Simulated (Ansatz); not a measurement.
Ruthenium tetroxide, O4Ru at its PBE0-D4/def2-TZVP geometry, where that method's forces vanish. Total charge 0; spin multiplicity 1. Ru takes the def2 core potential.

```xyz
5

O     0.4364    0.1329   -1.5993
Ru    0.0000    0.0000    0.0000
O    -1.4013    0.8555    0.2653
O    -0.2484   -1.6009    0.3756
O     1.2133    0.6126    0.9584
```

**Question.** What forces (eV/Å) does r2SCAN-D4/def2-TZVPP give on these atoms in the Gaussian-basis code of Ansatz? (Best estimate.)

**Answer.** Ansatz gave: 
```
O1   0.237  0.072 -0.869
Ru2  0.000  0.000  0.000
O3  -0.761  0.465  0.144
O4  -0.135 -0.870  0.204
O5   0.659  0.333  0.521
```
